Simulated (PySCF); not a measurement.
## Computed data sheet: `[SiH2](CCC)C`

Compound: C₄H₁₂Si.
SMILES with atom numbers: `[CH3:1][CH2:2][CH2:3][SiH2:4][CH3:5]` (hydrogens: H6, H7, H8 on C1; H9, H10 on C2; H11, H12 on C3; H13, H14 on Si4; H15, H16, H17 on C5)

Cartesian coordinates in Å at the GFN2-xTB level; atoms count from 1:
```
atom  x, y, z in Å
C1     2.5381    0.4276   -0.1779
C2     1.1570   -0.2095   -0.2813
C3     0.2158    0.2924    0.8106
Si4   -1.5166   -0.4976    0.7590
C5    -2.3989   -0.0690   -0.8674
H6     2.4669    1.5094   -0.2725
H7     3.1942    0.0570   -0.9627
H8     2.9917    0.2000    0.7848
H9     1.2550   -1.2948   -0.2047
H10    0.7326    0.0151   -1.2622
H11    0.1328    1.3786    0.7314
H12    0.6713    0.0925    1.7826
H13   -1.3902   -1.9576    0.8727
H14   -2.2992    0.0149    1.8925
H15   -1.8701   -0.4723   -1.7266
H16   -3.4040   -0.4802   -0.8819
H17   -2.4834    1.0055   -1.0062
```

Among its groups: Si–H bond and C–Si bond.

**GFN2-xTB geometry**

```
Point group of the GFN2-xTB geometry                  : C1
Rotational constants A, B, C of the GFN2-xTB geometry : 7.955, 1.695, 1.524 GHz
```

PBE0/def2-SVPD ground state and vertical TDDFT (core frozen in the response) (PySCF):

```
Dipole moment                                                     : 0.67 D
HOMO energy                                                       : -8.17 eV
LUMO energy                                                       : 0.66 eV
HOMO–LUMO gap                                                     : 8.83 eV
Lowest singlet excitation                                         : 7.70 eV (161 nm, f = 0.017)
Strongest line among the 6 lowest singlet transitions             : S4 at 8.41 eV (148 nm, f = 0.070)
Lowest triplet excitation (Tamm–Dancoff)                          : 7.49 eV
Static isotropic polarisability                                   : 77.8 au
Electronic spatial extent ⟨r²⟩ about the centre of nuclear charge : 866 bohr²
```

From PBE0/pcSseg-1 ground state and GIAO shieldings, non-relativistic (PySCF):

```
Lowest Hirshfeld atomic charge                              : -0.21 e on C5
Highest Hirshfeld atomic charge                             : +0.35 e on Si4
13C chemical shifts (computed TMS as zero) by class         : 22.9 (C2), 21.4 (C1), 17.8 (C3), -8.2 (C5) ppm
1H chemical shifts (computed TMS as zero) by class          : 4.16 (H13/H14), 1.32 (H9/H10), 1.11 (H6/H7/H8), 0.59 (H11/H12), 0.12 (H15/H16/H17) ppm
Isotropic shieldings of nuclei other than C and H, by class : 392 (Si4) ppm
Mayer bond orders between heavy atoms                       : C1–C2 1.06, C2–C3 1.03, C3–Si4 0.91, Si4–C5 0.95
```

Monoisotopic mass from the formula: 88.0708 u.

S1 lies 1.13 eV below the HOMO–LUMO gap; its leading configuration is HOMO→LUMO, weight 0.96. The largest Löwdin shares of the HOMO are 0.33 on C3, 0.21 on Si4, 0.10 on C1 and 0.09 on C2. With B = h/(8π²I), that is 505.379 GHz u Å² over I, the principal moments of inertia are 63.5, 298.2 and 331.5 u Å² (most abundant isotopes). The polarisability is 11.53 Å³ as a volume (1 au = 0.148185 Å³), or 1.56 au for each of the 50 electrons. The 6 singlets span 7.70 to 8.58 eV, and their oscillator strengths add up to 0.24.

The structure is a single GFN2-xTB conformer in the gas phase; no vibrational or solvent corrections. NMR classes are plain means over equivalent atoms (diastereotopic ones count apart unless rotation or inversion swaps them), as if these changed places fast; in this geometry the members of some classes differ.
